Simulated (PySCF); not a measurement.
Job for PySCF: R-M06-2X/def2-TZVPP on H2 (SMILES [H][H]).

```python
from pyscf import gto, dft

mol = gto.M(
    atom='''
    H     0.00000000    0.00000000    0.37198582
    H    -0.00000000   -0.00000000   -0.37198582
    ''',
    basis='def2-tzvpp',
    charge=0, spin=0, verbose=4, max_memory=1800)
mf = dft.RKS(mol, xc='m062x').density_fit(auxbasis='def2-universal-jkfit')
mf.grids.level = 4
mf.conv_tol = 1e-9
mf.max_cycle = 150
mf.kernel()
mf.dip_moment()
```

Task: What total energy does the run end on?

Result: -1.1689 hartree.
